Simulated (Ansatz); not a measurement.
One change: `CO[B](F)[GaH2]` becomes `COB(F)Cl`.

Ansatz, PBE0-D4/def2-TZVP geometries, multiplicity 1. Each molecule was computed in one conformer, which needn't be the lowest.

Scalar relativity is left out up to krypton.

| property | `CO[B](F)[GaH2]` |
| --- | --- |
| size of the dipole moment (ωB97M-V/def2-TZVPP) / D | 2.00 |
| LUMO energy (ωB97M-V/def2-TZVPP) / eV | 0.06 |
| LUMO energy (PBE/def2-TZVPP) / eV | -2.47 |
| HOMO–LUMO gap (PBE0/def2-TZVPP) / eV | 5.99 |
| LUMO energy (PBE0/def2-TZVPP) / eV | -1.65 |
| HOMO energy (B3LYP/def2-TZVPP) / eV | -7.43 |

Problem. Give the same properties after the change, and the shifts. (Best estimate.)

Solution. Computed: 
| property | `COB(F)Cl` | shift |
| --- | --- | --- |
| size of the dipole moment (ωB97M-V/def2-TZVPP) / D | 2.41 | 0.41 |
| LUMO energy (ωB97M-V/def2-TZVPP) / eV | 2.20 | 2.14 |
| LUMO energy (PBE/def2-TZVPP) / eV | -0.48 | 1.99 |
| HOMO–LUMO gap (PBE0/def2-TZVPP) / eV | 9.87 | 3.88 |
| LUMO energy (PBE0/def2-TZVPP) / eV | 0.57 | 2.22 |
| HOMO energy (B3LYP/def2-TZVPP) / eV | -9.04 | -1.61 |

With PBE0 the HOMO falls by 1.66 eV and the LUMO rises by 2.22 eV, so the gap widens by about 3.88 eV. PBE moves the HOMO by -1.36 eV and ωB97M-V by -1.85 eV. The zero-point energy changes by -30.1 kJ/mol with -6 modes. Dipoles are sizes alone; their direction can turn.

Positive LUMOs are unbound, so they and the gaps depend on the basis.

B3LYP here is the variant with VWN-RPA as its local correlation; programs differ in this.
